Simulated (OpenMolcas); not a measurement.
# N: effect of the basis set

| Quantity | Value |
| --- | --- |
| Program | OpenMolcas 26.06 |
| Method | SS-CASPT2, IPEA 0.25 Eh, imaginary shift 0.1 Eh (closed shells correlated: 1s) |
| Active space | 5 electrons in 4 orbitals (2s 2p) |
| State averaging | 2S+1 = 4 odd, 1 root; 2S+1 = 2 odd, 8 roots; 2S+1 = 4 even, 3 roots |
| Spin-orbit coupling | state interaction with AMFI integrals over the reference wave functions, term energies averaged over their components |

A. ANO-R1 [3s2p1d], X2C, finite nucleus; CASPT2 step of the order of 1.4 core-seconds
B. ANO-L-VTZP [4s3p2d1f], non-relativistic, point nucleus; CASPT2 step roughly 1.5 core-seconds
C. ANO-RCC-VTZP [4s3p2d1f], DKH2, point nucleus; CASPT2 step about 0.8 core-seconds
D. ANO-R3 [4s4p2d1f], X2C, finite nucleus; CASPT2 step roughly 1.2 core-seconds
E. ANO-R2 [4s4p2d1f], X2C, finite nucleus; CASPT2 step about 1.8 core-seconds
F. ANO-RCC-VQZP [5s4p3d2f1g], DKH2, point nucleus; CASPT2 step roughly 1.4 core-seconds

Energies in cm-1 above 2s2 2p3 4S* 3/2, the measured ground level; measured values from NIST Handbook of Basic Atomic Spectroscopic Data.

```tsv
Level	A	B	C	D	E	F	Measured
2s2 2p3 4S* 3/2	0.0	0.0	0.0	0.0	0.0	0.0	0.0
2s2 2p3 2D* 3/2	21330	19980	19720	19710	19740	19300	19233
2s2 2p3 2D* 5/2	21340	19980	19720	19710	19740	19300	19224
2s2 2p3 2P* 3/2	30730	29520	29190	29090	29090	28690	28839
2s2 2p3 2P* 1/2	30740	29520	29190	29090	29090	28690	28839
2s 2p4 4P 5/2	87680	88500	88490	88470	88470	88380	88107
2s 2p4 4P 3/2	87740	88560	88560	88540	88540	88440	88151
2s 2p4 4P 1/2	87770	88600	88590	88570	88570	88480	88171
```

Deviations, from unrounded energies. A percentage is the sum of absolute deviations over the sum of measured energies, with the sign that they share, or ± where signs differ.

```csv
Against measurement,Levels,A,B,C,D,E,F
mean absolute deviation (cm-1),7,1300,580,410,370,380,190
other terms of the ground configuration (%),4,+8.3,+3.0,+1.7,+1.5,+1.6,±0.5
other configurations (%),3,-0.5,+0.5,+0.5,+0.4,+0.4,+0.3
```

F lies closest to measurement on these levels and A furthest from it. The largest miss of F in the table is 2s 2p4 4P 1/2, by +310 cm-1. The ranking rests on the paired levels alone, and a cruder setting can come out closer through cancelling errors.

Among A to F the level of the table that moves most is 2s2 2p3 2P* 1/2, by 2000 cm-1 (lowest in F, highest in A). Moves below CASPT2's spread within the term are not significant.

CASPT2 does not keep the components of a term degenerate, so their means are used; among the terms shown or strongly mixed into the levels shown the widest spread is 190 cm-1 (2s2 2p3 2D*, D). Measured partners are found by configuration, term and J. A level has none where our copy of the source lacks it or the pairing is in doubt (some pairs that miss far off the trend of their configuration count as doubtful), and it then counts in no deviation. Only configurations of the active space appear.

* marks odd parity.
